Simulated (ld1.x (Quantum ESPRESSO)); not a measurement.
Ga (Z = 31): one change to a TM potential, before and after

Ga (Z = 31), norm-conserving Troullier–Martins (Kleinman–Bylander form), made with ld1.x (Quantum ESPRESSO) 7.5 (PBEsol, scalar-relativistic). Core [Ar], reference 3d10 4s2 4p1. Waves: 4s (bound): rc 1.50 bohr; 4p (bound): rc 1.80 bohr; 3d (bound): rc 0.75 bohr. Local part: all-electron potential smoothed inside 0.85 bohr (lloc = -2). Core correction: none.

Change: functional LDA (PZ).

Cutoffs: the cutoffs (Ry, on a coarse ladder) from which the occupation-weighted sum of valence levels, in a spherical-Bessel basis at the reference potential, stays within 10 and 1 mRy of its value at 400 Ry; they do not see the model core or the augmentation charge, which bear on the density cutoff. Errors are all-electron minus pseudo energies relative to the spin-unpolarised reference configuration.

**Question.** Predict the effect on cutoff, ghosts and configuration errors.

**Answer.** Both files keep a bound ghost (s); the number of tests with a reliable result goes from 7 to 9; of the 7 tests that both files solve, the error grows in 1 and shrinks in 3 by more than 15 % and 0.3 meV (median size 2.4 → 4.0 meV).

| quantity | base | changed |
| --- | --- | --- |
| cutoff, loose | over 300 Ry | over 300 Ry |
| cutoff, tight | over 300 Ry | over 300 Ry |
| bound ghosts | s | s |
| error for 3d10 4s2 4p0, meV [ΔE 5.68 → 5.89 eV] | -2.0 | -1.3 |
| error for 3d10 4s1 4p0, meV [ΔE 26.82 → 27.39 eV] | -9.9 | -4.2 |
| error for 3d10 4s0 4p0, meV [ΔE 57.94 → 58.99 eV] | +14 | +4.2 |
| error for 3d9 4s2 4p1, meV [ΔE 27.71 → 27.97 eV] | -232 | -229 |
| error for 3d10 4s2 4p0.5, meV [ΔE 2.03 → 2.12 eV] | -0.2 | -0.2 |
| error for 3d10 4s1 4p1, meV [ΔE 13.08 → 13.34 eV] | +2.4 | +4.0 |
| error for 3d10 4s1 4p2, meV [ΔE 6.55 → 6.61 eV] | +0.8 | +1.0 |
| s: phases at 1.96 bohr within 0.05 rad from the reference energy up to (Ry; the scan ends near 5) | to the end of the scan | to the end of the scan |
| p: phases at 1.96 bohr within 0.05 rad from the reference energy up to (Ry; the scan ends near 5) | 0.6 | 0.6 |
| d: phases at 1.96 bohr within 0.05 rad from the reference energy up to (Ry; the scan ends near 5) | to the end of the scan | to the end of the scan |

 A true bound ghost makes a file unfit for plane-wave use even where its test errors are small: the radial tests pick states by their node count and pass the ghost by.
